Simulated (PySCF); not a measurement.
Several structures and their simulated spectra, in scrambled order.

A. `C=CCC/C=C/C(F)F`
B. `FC(F)(F)c1ccpcn1`
C. `InChI=1S/C6H9N/c1-2-7-5-3-4-6-7/h2-4H,1,5-6H2`

Spectrum 1. ¹³C{¹H} NMR (computed): δ 142.7 (CH), 134.7 (CH), 81.3 (CH2), 59.5 (CH2).

Spectrum 2. ¹³C{¹H} NMR (computed): δ 191.3 (CH), 177.3 (CH), 152.1 (C), 132.6 (C), 128.2 (CH).

Spectrum 3. ¹³C{¹H} NMR (computed): δ 146.8 (CH), 145.0 (CH), 133.0 (CH), 121.5 (CH2), 118.9 (CH), 38.7 (CH2), 38.3 (CH2).

A single conformation, non-relativistic Hamiltonian, averaged over atoms made equivalent by symmetry, fast rotation or ring inversion, in vacuum. σ from GIAO-PBE0/pcSseg-1; GFN2-xTB structure; PySCF.

δ = σ(ref) − σ, references computed at the same level: ¹³C (σref 186.93) vs TMS. Splittings of carbon signals by F and P are missing where no couplings were computed. Shifts are as computed. Against solution values, carbons near 30 ppm lie about +3 ppm off and those near 130 ppm about +5 ppm. Of 1211 compounds with measured shifts, 218 miss one by over three times the rms of a fit or turn the order of signals round; such compounds aren't used in these exercises.

Q: Which spectrum belongs to which compound?

A: 1–C, 2–B, 3–A.

- Spectrum 1 (C): 4 ¹³C signals; δC 142.7 is an alkene carbon bearing nitrogen; δC 134.7 is an alkene CH.
- Spectrum 2 (B): 5 ¹³C signals; δC 191.3 is an aromatic CH next to a ring nitrogen; δC 132.6 is a CF3 carbon.
- Spectrum 3 (A): 7 ¹³C signals; δC 146.8 is an alkene CH; δC 145.0 is an alkene CH.
